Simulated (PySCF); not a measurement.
Pr²⁺: ionisation energy

Pr²⁺ [Xe] 4f3 (high-spin determinant) → Pr³⁺ [Xe] 4f2 (high-spin determinant), as a difference of total energies. Calculation: PySCF 2.14, in ANO-RCC-VTZP; the spin-free X2C one-electron Hamiltonian (Gaussian nucleus). Correlated levels: valence: [Kr] 4d10 frozen. The calculations carry no spin-orbit coupling.

| method | ionisation energy (eV) |
| --- | --- |
| UHF | 19.482 |
| MP2 (valence) | 20.861 |
| SCS-MP2 (valence) | 20.497 |
| CCSD (valence) | 20.836 |
| CCSD(T) (valence) | 20.954 |

Question: How much does correlation contribute at CCSD(T) (valence)?

Answer: 20.954 − (19.482) = 1.472 eV, measured against UHF.

A first-order spin-orbit estimate (lowest level to lowest level, LS coupling) adds 0.014 eV.

Errors of the correlated levels include the incompleteness of this basis and the frozen core.

The determinant of Pr²⁺ and of Pr³⁺ mixes LS terms, which raises its energy above the lowest term, most at the Hartree-Fock and MP2 levels.

For comparison: 21.624 eV (measured; NIST Atomic Spectra Database, ionization energies).
